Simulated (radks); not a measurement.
Values are calculated unless marked as measured or tabulated.
Spin polarisation of the 4d2 shell in neutral zirconium. Start: [Kr] 4d(up 1, down 1) 5s2; electrons of 4d are moved from spin down to spin up, other shells keep equal spins. Level of theory: scalar-relativistic Kohn-Sham, BLYP, spin-polarised, spherical densities, finite nucleus; Fermi nuclear charge, rms radius of each element as measured or else 0.836 A^(1/3) + 0.57 fm (a radial shooting solver on a logarithmic mesh with Libxc functionals).

\begin{tabular}{lrrrrrr}
moment (Bohr magnetons) & E - E(0) (eV) & e(4d up) (eV) & e(4d down) (eV) & 5s down minus up (eV) & 4p down minus up (eV) & 4s down minus up (eV) \\ \hline
0 & 0.000 & -3.425 & -3.425 & 0.000 & 0.000 & 0.000 \\
0.5 & -0.032 & -3.545 & -3.292 & 0.126 & 0.260 & 0.229 \\
1 & -0.126 & -3.649 & -3.146 & 0.251 & 0.519 & 0.456 \\
1.5 & -0.283 & -3.736 & -2.988 & 0.372 & 0.773 & 0.681 \\
2 & -0.499 & -3.804 & -2.821 & 0.489 & 1.021 & 0.901 \\
\end{tabular}

At moment 2 the spin-polarisation energy is -0.499 eV and the 4d exchange splitting 0.982 eV, that is 0.491 eV per Bohr magneton; E = -I m^2/4 would give I = 0.499 eV.
